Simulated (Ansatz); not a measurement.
A run for Ansatz (a quantum-chemistry and plane-wave program): R-BHLYP/def2-TZVPP on BHO2 (SMILES O=BO).

Ansatz 0.2 input:
```yaml
crystal:
  periodic: [false, false, false]
  atoms:
    - {symbol: O, position_ang: [-1.67969498, -0.26925805, -0.00000000]}
    - {symbol: B, position_ang: [-0.46976847, -0.20328274, 0.00000000]}
    - {symbol: O, position_ang: [0.85425471, -0.19143453, -0.00000000]}
    - {symbol: H, position_ang: [1.29520873, 0.66397531, 0.00000000]}
basis:
  gaussian:
    orbitals: def2-TZVPP
hamiltonian:
  xc: {name: BHLYP}
scf: {lower_state_search: off}
```

It printed:

```
WARN ansatz: RAYON_NUM_THREADS=4 ignored (pool sized by the plan → 4); use --threads N
Functional definition: BHLYP
these checks for a lower state are left out or cut short: stability, starts, cluster_reference, orbital_swaps, neighbouring_geometries, increment
integrals: 0.02 GiB planned
622 factors; their error is unknown
mean field: 0.27 GiB planned
mean field evaluation 1: about -4782.3823 eV, gradient 6.2e1 eV
mean field evaluation 2: about -4776.1549 eV, gradient 8.6e1 eV
mean field evaluation 4: about -4788.5748 eV, gradient 3.3e0 eV
mean field evaluation 8: about -4788.5916 eV, gradient 1.6e-2 eV
mean field evaluation 16: about -4788.6216 eV, gradient 7.3e-6 eV
mean field -4788.62157922 eV, -175.9785971920 hartree, gradient 1.6e-6 eV, S^2 0.000000; 0 other end points of the search recorded, 0 dependent functions left out
reference -4788.62170505 eV, -175.9786018161 hartree; 11, 11 occupied and 96, 96 virtual orbitals, 622 factors
Total energy: -4788.62170505 eV, -175.9786018161 hartree
Checks for a lower state left out: stability, starts, cluster_reference, orbital_swaps, neighbouring_geometries, increment
```

Self-consistency was reached.

Cost: around 1.2 core-seconds (rough).
